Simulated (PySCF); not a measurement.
C₂H₆Be, charge +1, doublet, at a GFN2-xTB geometry (such geometries of metal compounds can be far from the true shape) (a state made from the parent by changing its charge; the spin is typed, not shown lowest), atoms displaced at random by about 0.08 Å a coordinate; B3LYP/6-31G, gradient (PySCF).

PySCF was given this input:
```python
from pyscf import gto, scf, dft

mol = gto.Mole()
mol.atom = '''
    Be    0.03746600    0.03227189   -0.00891271
    C     1.36360947    0.15796677   -1.18234723
    H     2.01028697   -0.68998526   -0.85034387
    H     1.79433701    1.11476544   -0.82026834
    H     0.99094627    0.30854014   -2.16272132
    C    -1.33367328   -0.08148371    1.23734685
    H    -1.97424896   -1.27539791    0.80746844
    H    -2.14644194    0.63208823    0.99969482
    H    -0.91085872   -0.17006177    2.18225250
'''
mol.basis = '6-31g'
mol.charge = 1
mol.spin = 1
mol.verbose = 4
mol.build()

mf = dft.UKS(mol)
mf.xc = 'b3lyp'
mf.conv_tol = 1e-6
mf.kernel()
g = mf.nuc_grad_method()
grad = g.kernel()
```

Question: Predict the main parts of the log of this PySCF run.

Answer: 
```
PySCF version 2.14.0

[INPUT] verbose = 4
[INPUT] num. atoms = 9
[INPUT] num. electrons = 21
[INPUT] charge = 1
[INPUT] spin (= nelec alpha-beta = 2S) = 1
[INPUT] symmetry False subgroup None
[INPUT] Mole.unit = angstrom
[INPUT] Symbol           X                Y                Z      unit          X                Y                Z       unit  Magmom
[INPUT]  1 Be     0.037466000000   0.032271890000  -0.008912710000 AA    0.070800478983   0.060985033622  -0.016842580928 Bohr   0.0
[INPUT]  2 C      1.363609470000   0.157966770000  -1.182347230000 AA    2.576848439163   0.298513932082  -2.234312448838 Bohr   0.0
[INPUT]  3 H      2.010286970000  -0.689985260000  -0.850343870000 AA    3.798891805082  -1.303883171387  -1.606917026003 Bohr   0.0
[INPUT]  4 H      1.794337010000   1.114765440000  -0.820268340000 AA    3.390805524071   2.106601374730  -1.550082511252 Bohr   0.0
[INPUT]  5 H      0.990946270000   0.308540140000  -2.162721320000 AA    1.872617054459   0.583056363035  -4.086950978558 Bohr   0.0
[INPUT]  6 C     -1.333673280000  -0.081483710000   1.237346850000 AA   -2.520277238850  -0.153981895513   2.338246667593 Bohr   0.0
[INPUT]  7 H     -1.974248960000  -1.275397910000   0.807468440000 AA   -3.730789836107  -2.410152749743   1.525894205830 Bohr   0.0
[INPUT]  8 H     -2.146441940000   0.632088230000   0.999694820000 AA   -4.056187408880   1.194473641261   1.889149417946 Bohr   0.0
[INPUT]  9 H     -0.910858720000  -0.170061770000   2.182252500000 AA   -1.721273518972  -0.321370169559   4.123859559647 Bohr   0.0

nuclear repulsion = 48.8725925434926
number of shells = 27
number of NR pGTOs = 90
number of NR cGTOs = 39
basis = 6-31g
ecp = {}

******** <class 'pyscf.dft.uks.UKS'> ********
method = UKS
initial guess = minao
damping factor = 0
level_shift factor = 0
DIIS = <class 'pyscf.scf.diis.CDIIS'>
diis_start_cycle = 1
diis_space = 8
diis_damp = 0
SCF conv_tol = 1e-06
SCF conv_tol_grad = None
SCF max_cycles = 50
direct_scf = True
direct_scf_tol = 1e-13
number electrons alpha = 11  beta = 10
XC library pyscf.dft.libxc version 7.1.2
    S. Lehtola, C. Steigemann, M. J. T. Oliveira, and M. A. L. Marques,  SoftwareX 7, 1–5 (2018)
XC functionals = b3lyp
    P. J. Stephens, F. J. Devlin, C. F. Chabalowski, and M. J. Frisch,  J. Phys. Chem. 98, 11623 (1994)
radial grids:
    Treutler-Ahlrichs [JCP 102, 346 (1995); DOI:10.1063/1.469408] (M4) radial grids

becke partition: Becke, JCP 88, 2547 (1988); DOI:10.1063/1.454033
pruning grids: <function nwchem_prune>
grids dens level: 3
symmetrized grids: False
atomic radii adjust function: <function treutler_atomic_radii_adjust>
small_rho_cutoff = 0
Set gradient conv threshold to 0.001
tot grids = 100808
init E= -94.2724241775281

cycle= 1 E= -94.1358429472369  delta_E= 0.137  |g|= 0.183  |ddm|= 1.69
cycle= 2 E= -94.1029862869733  delta_E= 0.0329  |g|= 0.28  |ddm|= 0.443
cycle= 3 E= -94.1519470189504  delta_E= -0.049  |g|= 0.103  |ddm|= 0.35
cycle= 4 E= -94.1596127857104  delta_E= -0.00767  |g|= 0.0261  |ddm|= 0.124
cycle= 5 E= -94.1600784907561  delta_E= -0.000466  |g|= 0.0053  |ddm|= 0.0248
cycle= 6 E= -94.1601061938499  delta_E= -2.77e-05  |g|= 0.0021  |ddm|= 0.00833
cycle= 7 E= -94.1601122154489  delta_E= -6.02e-06  |g|= 0.000512  |ddm|= 0.00443
cycle= 8 E= -94.1601127236642  delta_E= -5.08e-07  |g|= 0.00014  |ddm|= 0.00133
Extra cycle  E= -94.1601127642929  delta_E= -4.06e-08  |g|= 0.000173  |ddm|= 0.000465
converged SCF energy = -94.1601127642929  <S^2> = 0.75918877  2S+1 = 2.0091678

******** <class 'pyscf.grad.uks.Gradients'> for <class 'pyscf.dft.uks.UKS'> ********
unit = Eh/Bohr
grid_response = False
--------------- UKS gradients ---------------
         x                y                z
0 Be     0.0168333997     0.0060862644    -0.0080204139
1 C    -0.0191279503    -0.0135720341    -0.0429598671
2 H     0.0096969854    -0.0041014934     0.0158530476
3 H    -0.0000942669     0.0039278151     0.0011008481
4 H     0.0070093782     0.0112713985     0.0237913907
5 C     0.0613287413     0.0654413809     0.0836265683
6 H    -0.0469062103    -0.0630914117    -0.0241473208
7 H    -0.0150524833    -0.0049234463    -0.0102820169
8 H    -0.0136953832    -0.0010345633    -0.0389597979
----------------------------------------------
```
